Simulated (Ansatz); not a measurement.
Reaction (ligand exchange at the Si–C bond): `O[SiH2]C[SiH](O)O` + `[OH][AlH2]` → `O[SiH2][O][AlH2]` + `C[SiH](O)O`

Computed with Ansatz on PBE0-D4/def2-TZVP structures; ΔE is electronic, products minus reactants. CCSD(T)/CBS adds triple-zeta CCSD(T) − MP2 to the extrapolated MP2 energy (def2 sets, frozen cores). This one scheme is used for every species. Functionals use def2-TZVPP. Each species was taken in one conformer, which may not be the lowest.

CCSD(T)/CBS gives -1.19 eV.

(1) Another level gave -1.19 eV. Which?
A. SCS-MP2/def2-TZVPP
B. PBE0/def2-TZVPP
C. MP2/def2-TZVPP
D. PBE/def2-TZVPP

Largest T1 diagnostic among the species: 0.012.

Answers

(1) C. MP2/def2-TZVPP -1.19, SCS-MP2/def2-TZVPP -1.26, PBE -1.08, PBE0 -1.14 eV.

The D4 term adds +0.09 eV with B3LYP and +0.05 eV with PBE0; it sums over pairs of atoms, weighted by their polarisabilities, and B3LYP, whose exchange is more repulsive, gets the larger term. From PBE to PBE0 (25 % exact exchange), in def2-TZVPP and without D4, ΔE moves by −0.06 eV. In def2-TZVPP, CCSD(T) changes the Hartree–Fock value by +0.33 eV (the triples alone add +0.05 eV) and MP2 by +0.33 eV.

B3LYP here is the variant with VWN-RPA as its local correlation; programs differ in this.
